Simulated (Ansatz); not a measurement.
Consider the stannylene formation by 1,1-elimination: `[OH][SnH]([F])[CH2]Cl` → `CCl` + `[OH][Sn][F]`.

Gas-phase electronic energies from Ansatz, PBE0-D4/def2-TZVP geometries. CCSD(T)/CBS adds triple-zeta CCSD(T) − MP2 to the extrapolated MP2 energy (def2 sets, frozen cores). This one scheme is used for every species. DFT in def2-TZVPP. HSE06 is defined as in plane-wave codes. Elements past krypton have def2 core potentials. For Sn outer-core shells are correlated without core-valence functions, which leaves a few kJ/mol of doubt a bond. One conformer a species, not always the lowest.

`[OH][SnH]([F])[CH2]Cl`:

```xyz
9

O    -1.228    1.393   -1.033
Sn   -0.827    0.208    0.453
F    -0.244    1.319    1.910
C     0.927   -0.945   -0.003
Cl    1.847   -0.148   -1.299
H    -0.437    1.633   -1.526
H    -2.278   -0.513    0.952
H     1.560   -0.996    0.881
H     0.679   -1.952   -0.335
```

`CCl`:

```xyz
5

C     0.040   -0.014    0.140
Cl   -0.450    0.151   -1.556
H     0.659   -0.902    0.238
H    -0.853   -0.107    0.752
H     0.603    0.872    0.426
```

`[OH][Sn][F]`:

```xyz
4

O     0.830    0.012    0.452
Sn   -1.094   -0.045    0.037
F    -0.800    0.054   -1.872
H     1.064   -0.022    1.383
```

```tsv
level	ΔE (kJ/mol)	difference from CCSD(T)/CBS
PBE-D4	-79.7	-16.1
HSE06-D4	-65.5	-1.9
ωB97X-V	-59.4	4.2
revPBE	-104.7	-41.1
PBE0	-73.6	-10.0
r2SCAN0	-64.6	-1.0
CAM-B3LYP	-85.5	-21.9
CCSD/def2-SVP	-61.6	2.0
HF/def2-TZVPP	-81.0	-17.4
MP2/CBS(def2)	-68.7	-5.1
CCSD(T)/CBS	-63.6	0
```

Largest T1 diagnostic among the species: 0.018.

In def2-TZVPP, CCSD(T) changes the Hartree–Fock value by +21.7 kJ/mol (the triples alone add +4.2 kJ/mol) and MP2 by +16.6 kJ/mol. From PBE to PBE0 (25 % exact exchange), in def2-TZVPP and without D4, ΔE moves by +15.6 kJ/mol. Leaving LDA and LC-ωPBE aside and taking each functional with its dispersion term where it has one, the values, not all of them listed here, spread over 46.2 kJ/mol, from BLYP-D4 to PBE-QIDH. LDA lies +37.1 kJ/mol from PBE without D4.
